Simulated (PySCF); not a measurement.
Geometry:
```csv
atom,x (Å),y (Å),z (Å)
C1,-2.521,0.692,0.499
N2,-1.448,-0.218,0.183
C3,-0.222,0.203,-0.195
O4,0.047,1.395,-0.295
C5,0.797,-0.861,-0.430
Si6,2.240,-0.556,0.808
O7,2.470,1.037,0.876
H8,-3.383,0.515,-0.147
H9,-2.145,1.701,0.332
H10,-2.827,0.588,1.542
H11,-1.629,-1.205,0.265
H12,0.371,-1.857,-0.355
H13,1.193,-0.730,-1.435
H14,3.450,-1.187,0.295
H15,1.830,-1.080,2.113
H16,1.769,1.573,0.470
```

- GFN2-xTB structure
- shielding tensors at PBE0/pcSseg-1 (GIAO)
- program: PySCF 2.14.0 with density-fitted response routines
- non-relativistic, averaged over atoms made equivalent by symmetry, fast rotation or ring inversion, one conformer, gas phase

Referencing at the same level of theory: ¹³C, ¹H, ²⁹Si vs TMS; ¹⁵N against NH3; ¹⁷O vs H2O.

| atoms | nucleus | count | δ (ppm) |
| --- | --- | --- | --- |
| N2 | ¹⁵N | 1 | 127.8 |
| O7 | ¹⁷O | 1 | 15.2 |
| H12/H13 | ¹H | 2 | 1.59 |
| C3 | ¹³C | 1 | ? |
| C1 | ¹³C | 1 | 26.8 |
| C5 | ¹³C | 1 | ? |
| O4 | ¹⁷O | 1 | 377.1 |
| Si6 | ²⁹Si | 1 | ? |
| H11 | ¹H | 1 | 4.81 |
| H8/H9/H10 | ¹H | 3 | ? |
| H16 | ¹H | 1 | 4.76 |
| H14/H15 | ¹H | 2 | 5.04 |

Problem. Fill in the missing shifts.

Solution. 
- C3: 175.2 ppm, amide carbonyl carbon; it is a carbonyl in resonance with an O or N lone pair, the region of acids, esters and amides
- C5: 26.1 ppm, sp3 CH2 bonded to Si, α to a carbonyl; α to the electron-withdrawing carbonyl group
- H8/H9/H10: 3.17 ppm, hydrogen on a methyl carbon bonded to N; its carbon carries N, hence the downfield position
- Si6: -29.8 ppm, silicon bonded to C, O, 2 H

The OH or NH signal is concentration- and solvent-dependent in practice; the value given is the gas-phase one. Shifts are as computed. Against solution values, carbons near 30 ppm lie about +3 ppm off and those near 130 ppm about +5 ppm. Of 1309 compounds with measured shifts, 239 miss one by over three times the rms of a fit or turn the order of signals round; such compounds aren't used in these exercises. Hydrogen bonding in solution shields acid and N–H amide carbonyl oxygens by tens of ppm. Hydrogen bonding in solution deshields acid and N–H amide carbonyl carbons by as much as 10 ppm beyond these values. Unscaled 17O shifts of doubly bonded oxygen tend to come out too high, by tens of ppm or more. Experimental scales use liquid or dissolved standards, which lie at an offset from isolated NH3 (liquid NH3: subtract about 20 ppm) and H2O (liquid H2O: subtract about 36 ppm).
